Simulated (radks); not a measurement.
Values are calculated unless marked as measured or tabulated.
Ionisation of the palladium ion Pd17+, [Ar] 3d10 4s1, to [Ar] 3d10 as the strength of local exchange is varied. Code: a radial shooting solver on a logarithmic mesh with Libxc functionals. Model: Dirac Kohn-Sham, Slater X-alpha exchange (alpha = 2/3 is LDA exchange), no correlation, spin-unpolarised, spherical densities, finite nucleus; Fermi nuclear charge, rms radius 4.5318 fm.

alpha  E(Pd17+) (hartree)  exchange (hartree)  IE (eV)  -e of the level emptied (eV)  <r> of it (bohr)
0.632         -4921.02669          -115.15024   456.32                443.07 (4s1/2)            0.8154
0.667         -4927.40702          -121.65471   457.67                444.48 (4s1/2)            0.8138
0.74          -4940.73611          -135.26426   460.48                447.43 (4s1/2)            0.8106
0.815         -4954.46068          -149.30730   463.38                450.46 (4s1/2)            0.8073
0.986         -4985.86759          -181.55528   470.00                457.41 (4s1/2)            0.7999
1.036         -4995.08108          -191.04490   471.94                459.45 (4s1/2)            0.7977

NIST Atomic Spectra Database: 457.5 eV (semi-empirical). The Delta-SCF value meets it near alpha = 0.66. Spin polarisation and multiplet splitting are left out, so open shells lie too high by an amount that depends on their filling.

Beside tabulated values, note that spin-unpolarised runs miss the spin-polarisation part of the exchange energy of open shells.
